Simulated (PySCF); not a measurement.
# Static response to an electric field

C7H7PS.
Cartesian coordinates in Å at the GFN2-xTB level; atoms count from 1:
```
atom  x, y, z in Å
C1     3.5208   -0.1500   -0.5188
C2     2.3834   -0.4146    0.3312
C3     1.4121   -0.6737    0.9957
P4     0.0613   -0.9278    2.0975
C5    -1.2502   -0.2744    1.0168
C6    -1.2827    0.9439    0.4032
C7    -2.4959    1.1871   -0.2752
C8    -3.3788    0.1645   -0.1511
S9    -2.7486   -1.1240    0.7944
H10    3.9329   -1.0876   -0.8913
H11    3.2153    0.4631   -1.3665
H12    4.2914    0.3780    0.0424
H13   -0.1484   -2.2699    1.7406
H14   -0.4557    1.6318    0.4284
H15   -2.6989    2.0847   -0.8314
H16   -4.3656    0.0779   -0.5599
```

Level: CAM-B3LYP/def2-SVPD (PySCF), static field, nuclei fixed, core orbitals frozen in the response. The polarisability tensor in these axes (au):

```
x   160.97   3.26  -1.64
y     3.26 107.49 -17.41
z    -1.64 -17.41 102.43
```

Q: What are the eigenvalues, a third of the trace, and Δα (Δα² = ½Σ(αi − αj)² over the three pairs)?

A: Principal values 87.36, 122.22 and 161.31 au; mean 123.63 au = 18.32 Å³ = 20.38 × 10⁻⁴⁰ C²·m²/J; Δα = 64.07 au (52 % of the mean).

Q: What is the dipole moment, and where does it point?

A: (0.85, 0.62, -1.64) D, 1.94 D in size, pointing from the negative to the positive side. Measured along this direction, the outermost atoms are H13 and S9 at the negative end and H11 at the positive end.

Q: Estimate the molar refractivity from the static electronic polarisability.

A: Lorentz–Lorenz: R = (4π/3)N_A α = 2.5225 cm³/(mol·Å³) × 18.32 Å³ = 46.2 cm³/mol, in the limit of long wavelengths.

Q: In a dilute gas of rigid molecules at 250 K, how does the orientational term μ²/3kT compare with the electronic polarisability?

A: In Gaussian units μ²/3kT = 36.50 Å³ against 18.32 Å³, a ratio of 1.99; the Debye molar polarisation (4π/3)N_A(α + μ²/3kT) is 138.3 cm³/mol, leaving out the vibrational part.

Q: Find the Langevin capture rate constant for NH4+ (18.034 u) meeting this molecule (154.001 u), k = 2.342 × 10⁻⁹ cm³/s × √(α in Å³ / reduced mass in u).

A: The reduced mass is 16.14 u, so k = 2.49 × 10⁻⁹ cm³/s. The formula leaves out the permanent dipole, which adds to the capture rate.

Q: What would n − 1 = 2πNα be for an ideal gas of these molecules at 400 K and 1 atm, electronic part alone?

A: N = p/kT = 1.8347 × 10¹⁹ cm⁻³, so n − 1 = 2π × N × 18.32 × 10⁻²⁴ cm³ = 2112 × 10⁻⁶ at long wavelengths.

One conformer (not necessarily the lowest) at the GFN2-xTB geometry, without solvent, vibrations or thermal averaging. GFN2-xTB frequencies show an imaginary mode (28i cm⁻¹), so this geometry is no minimum at that level.
